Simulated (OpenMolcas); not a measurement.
Cr4+ (d2) in a complex was computed by SS-CASPT2, IPEA 0.25 Eh, imaginary shift 0.1 Eh with the d shell active (OpenMolcas, ANO-RCC-VDZP on the metal). Its lowest spin-free states, and all those of the highest spin:

```
2S+1  Degeneracy  E (cm-1)
   3           2         0
   1           1      1380
   1           2      5340
   3           1      5510
   3           2     10080
   1           2     11600
   3           1     17010
   3           1     17260
   1           1     18180
   1           2     18340
   3           2     20860
   1           2     22840
   3           1     41610
```

Task: Is the site octahedral, tetrahedral or cube-like, axial, or of lower symmetry?

Result: The states with 2S+1 = 3 have orbital degeneracies 2, 1, 2, 1, 1, 2, 1. There are pairs but no triples, so the site is axial: not cubic, but with a proper or improper axis of order three or more. The run had Cr4+ with 3 ligands (hydroxide) in trigonal planar coordination (C3h) at 1.69 Å. Ligand basis ANO-RCC-VDZP.

Roots that are degenerate in the reference are averaged as groups; the widest CASPT2 spread within a group is 40 cm-1 (the 2-fold group of multiplicity 1 near 43300 cm-1 above the lowest state of its run). Shifts and gaps below about the spread of the groups concerned are not significant. Over all roots computed the reference weight is 0.71 to 0.74; a low but even weight reflects the number of correlated electrons. An orbital doublet at a regular site is open to a Jahn-Teller distortion, which this geometry leaves out. The least metal-like active orbital is 75 % on the metal (Löwdin) and no ligand orbital is active, so the numbers are rough. Ligand-to-metal charge-transfer states are missing. With no ligand orbital active B as a rule stays too high, so bands that hang on it stand too high and its fall with covalency is understated. No measured value stands beside these numbers; the geometry was imposed, not optimised, and the real ion may take another.
